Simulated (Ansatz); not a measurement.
`BOC(C)F` and `CBC(C)F` differ in one atom or group.

Ansatz, PBE0-D4/def2-TZVP geometries, multiplicity 1. Each molecule was computed in one conformer, which needn't be the lowest.

| property | `BOC(C)F` |
| --- | --- |
| HOMO energy (PBE/def2-TZVPP) / eV | -7.44 |
| HOMO energy (ωB97M-V/def2-TZVPP) / eV | -11.35 |
| HOMO–LUMO gap (PBE/def2-TZVPP) / eV | 5.74 |
| LUMO energy (PBE0/def2-TZVPP) / eV | -0.69 |
| LUMO energy (PBE/def2-TZVPP) / eV | -1.70 |
| HOMO–LUMO gap (PBE0/def2-TZVPP) / eV | 8.27 |

Problem. Give the same properties after the change, and the shifts. (Estimate.)

Solution. Ansatz gave: 
```
                             property  `CBC(C)F`  shift
    HOMO energy (PBE/def2-TZVPP) / eV      -6.79   0.65
HOMO energy (ωB97M-V/def2-TZVPP) / eV     -10.68   0.67
  HOMO–LUMO gap (PBE/def2-TZVPP) / eV       4.76  -0.98
   LUMO energy (PBE0/def2-TZVPP) / eV      -1.02  -0.33
    LUMO energy (PBE/def2-TZVPP) / eV      -2.03  -0.33
 HOMO–LUMO gap (PBE0/def2-TZVPP) / eV       7.30  -0.97
```

With PBE0 the HOMO rises by 0.64 eV and the LUMO falls by 0.33 eV, so the gap narrows by about 0.97 eV. PBE moves the HOMO by 0.65 eV and ωB97M-V by 0.67 eV.
